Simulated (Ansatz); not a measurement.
C2H9NOSi2, SMILES C=CO[SiH2]N[SiH3].

Geometry optimised at B3LYP-D3(BJ)/def2-SVP. This is a generated structure with no PubChem entry under its InChIKey; it may be hypothetical. The values are those of a single conformer.

Two levels are set side by side: PBE/def2-SVPD (Ansatz, a program for electronic structure) and CAM-B3LYP/def2-SVPD (Ansatz). Energy differences of separate SCF runs at the same geometry; the states with an electron removed or added have multiplicity 2 and 2. Differences are taken from unrounded values.

```
quantity                            PBE
---------------------------------  ----
vertical ionisation energy (eV)    8.53
vertical singlet–triplet gap (eV)  4.20
```

### Question
These are the PBE values. What does CAM-B3LYP give? (An estimate is asked for; the answer gives what the named calculation found.)

### Answer

| quantity | CAM-B3LYP | PBE minus CAM-B3LYP |
|---|---|---|
| vertical ionisation energy (eV) | 9.02 | -0.49 |
| vertical singlet–triplet gap (eV) | 4.17 | 0.03 |
